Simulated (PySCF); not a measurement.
**Electron correlation in Ag¹⁹⁺ (silver, charge +19)**

Starting occupation: [Ar] 3d10. Computed with PySCF 2.14 in an even-tempered Gaussian basis (19 s from 0.67 bohr⁻², ratio 2.6; 15 p from 0.87 bohr⁻², ratio 2.6; 10 d from 0.87 bohr⁻², ratio 2.6; 6 f from 0.89 bohr⁻², ratio 2.8), with X2C-1e with screened-nucleus spin-orbit coupling, Gaussian nucleus. Frozen: [Ar]; 10 electrons correlated; the 100 highest virtual spinors left out.

MP2 pair energies summed by pair of shells (mhartree):

```
       pair   energy  share (%)
3d3/2-3d5/2  -186.88       49.8
3d5/2-3d5/2  -131.72       35.1
3d3/2-3d3/2   -56.69       15.1
```

Total MP2 correlation energy: -375.29 mhartree.

The virtual space was cut to 70 spinors, which keep -369.12 of the -375.29 mhartree of MP2 correlation.

```csv
level,correlation energy (mhartree)
CCSD,-362.12
(T),-0.60
CCSD(T),-362.72
```

Diagnostics: T1 = 0.00015, largest double amplitude 0.008.

Cost of the coupled-cluster step: 64 s of wall time on 1 thread of Neoverse-V2 (shared host), for 10 occupied and 70 virtual spinors.

Iterations:

```
Init t2, MP2 energy = -0.369115517597735
CCSD nocc = 10, nmo = 80
Init t2, MP2 energy = -0.369115517597735
Init E_corr(GCCSD) = -0.369115517597735
cycle = 1  E_corr(GCCSD) = -0.361830392677595  dE = 0.00728512492  norm(t1,t2) = 0.00217123
cycle = 2  E_corr(GCCSD) = -0.362129067612306  dE = -0.000298674935  norm(t1,t2) = 9.53722e-05
cycle = 3  E_corr(GCCSD) = -0.362124185094767  dE = 4.88251754e-06  norm(t1,t2) = 6.2286e-06
cycle = 4  E_corr(GCCSD) = -0.362124828750122  dE = -6.43655355e-07  norm(t1,t2) = 4.32634e-07
cycle = 5  E_corr(GCCSD) = -0.362124830205018  dE = -1.45489576e-09  norm(t1,t2) = 1.14421e-08
GCCSD converged
E(GCCSD) = -5167.448742559237  E_corr = -0.3621248302050181
```

At this charge the one-electron X2C treatment keeps the bare 1/r₁₂, with no two-electron picture change or Breit term. The effect here is smaller than on the frozen 1s shell.
